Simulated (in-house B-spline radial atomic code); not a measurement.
## RPA and G0W0 on SCAN: the aluminium ion Al⁶⁺

Configuration [He] 2s2 2p3, highest spin, mean-field start SCAN. Computed with a B-spline radial code for spherical atoms: all electrons, non-relativistic, point nucleus, each spin shell either full or empty, empty states to l = 9 with an (l + 1/2)⁻⁴ tail; G0W0 by contour deformation at full frequency.

Command:
```bash
python run_gw.py task.json out
```
Settings (radii: box in bohr, nucleus in fm):
```
Z                        13
electrons                7
configuration            [He] 2s2 2p3
hamiltonian              nr
method                   scan,scan
lmax                     9
spin_polarised           True
box_radius               9.29
intervals                46
```

Run time, properties included: 1.2 s on 1 thread of Arm Neoverse N1, with other jobs on the host.

Energies (hartree):

```
                                     term       value
                         mean-field total  -223.33671
Hartree-Fock functional on these orbitals  -223.12192
                      direct second order    -0.42132
                    second-order exchange     0.20425
                         SOSEX correction     0.18386
```

Q: What is the RPA correlation energy, and what remains with SOSEX?

A: RPA gives -0.3783 hartree (-1.47 eV per electron); RPA + SOSEX gives -0.19444, and the second-order doubles -0.21707 hartree (no singles). SOSEX takes back 49 % of the RPA value.

Quasi-particle levels (eV):

```csv
level,occupied,mean field,Σx - vxc,Σc,QP weight,G0W0
2p up,yes,-224.17,-19.27,?,?,?
2s down,yes,-243.37,-12.89,-2.99,0.972,-259.25
1s down,yes,-1693.58,-72.53,16.25,0.916,-1749.86
2p down,no,-205.96,19.83,-4.11,0.978,-190.24
```

G0W0 = mean field + (Σx - vxc) + Σc, with Σc (partial-wave tail included) taken at the quasi-particle energy. Levels of low weight are left out.

Q: Where does G0W0 put 2p up?

A: At -241.72 eV, with Σc = 1.73 eV and a quasi-particle weight of 0.969. The tabulated removal energy is 241.76 ± 0.09 eV (NIST, semi-empirical); the calculation leaves out relativity, Breit and QED terms, and what these don't explain is the method's own error.
